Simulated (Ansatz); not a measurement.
Calculated with Ansatz (gas phase, PBE0-D4/def2-TZVP geometries, no zero-point term in ΔE). CBS: MP2 limit from def2 TZ/QZ plus the TZ coupled-cluster correction, frozen cores. DFT in def2-TZVPP. Elements past krypton have def2 core potentials. For Te outer-core shells are correlated without core-valence functions, which leaves a few kJ/mol of doubt a bond. Each species was taken in one conformer, which may not be the lowest.

`C=C(F)[Te]C` + `O[SiH](F)S` → `C[Te][SiH](O)F` + `C=C(F)S`  (formal exchange of groups at a Te–C bond)

```json
{"level": "PBE", "ΔE (kcal/mol)": "5.1"}
{"level": "SCS-MP2/def2-QZVPP", "ΔE (kcal/mol)": "7.4"}
```

Question: What does CCSD(T)/CBS give? (An estimate is asked.)

Answer: Computed: +7.2 kcal/mol. The listed levels differ from it by -2.1, 0.2 kcal/mol.

Largest T1 diagnostic among the species: 0.012.

In def2-TZVPP, CCSD(T) changes the Hartree–Fock value by +1.4 kcal/mol (the triples alone add +0.1 kcal/mol) and MP2 by +1.1 kcal/mol.
